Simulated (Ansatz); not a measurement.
`[CH3][Ge]([F])([F])[Cl]` → F₂ + `[CH3][Ge][Cl]` at 298.15 K and 1 bar (germylene formation by 1,1-elimination).

Isolated molecules relaxed with PBE0-D4/def2-TZVP in Ansatz; ΔE leaves out vibrations. CBS: MP2 limit from def2 TZ/QZ plus the TZ coupled-cluster correction, frozen cores. This one scheme is used for every species. For Ge outer-core shells are correlated without core-valence functions, which leaves a few kJ/mol of doubt a bond. Scalar relativity is left out up to krypton.

| species | CCSD(T)/CBS energy (Eh) | H − E (kJ/mol) | S (J/(mol·K)) |
| --- | --- | --- | --- |
| `[CH3][Ge]([F])([F])[Cl]` | -2775.47323 | 134.3 | 357.1 |
| F₂ | -199.39789 | 15.3 | 201.9 |
| `[CH3][Ge][Cl]` | -2575.77362 | 110.8 | 310.3 |

H − E and S are ideal-gas, rigid-rotor, harmonic terms from PBE0-D4/def2-TZVP. 1 Eh = 2625.50 kJ/mol, R = 8.31446 J/(mol·K).

Q: By hand: ΔE, ΔH, ΔS and ΔG.

A: ΔE = (-199.39789) + (-2575.77362) − (-2775.47323) = 0.30172 Eh = 792.2 kJ/mol. Δ(H − E) = 15.3 + 110.8 − 134.3 = -8.2, so ΔH = 784.0 kJ/mol. ΔS = 201.9 + 310.3 − 357.1 = 155.1 J/(mol·K). ΔG = 784.0 − 298.15 × (155.1)/1000 = 737.8 kJ/mol.

Q: By hand: the equilibrium constant, and the temperature at which ΔG would vanish if ΔH and ΔS stayed fixed.

A: log₁₀ K = −ΔG/(RT ln 10) = -129.3. ΔG = 0 at ΔH/ΔS = 5055 K, far beyond where these terms or the molecules hold.

The number of gas molecules changes by +1, which sets the sign of ΔS. A doubt of 5 kJ/mol in ΔE shifts log₁₀ K by 0.9 here. These are equilibria of isolated gas molecules and say nothing of rates. Largest T1 diagnostic: 0.012 (customary marks: 0.02 for closed shells, 0.045 for open ones).
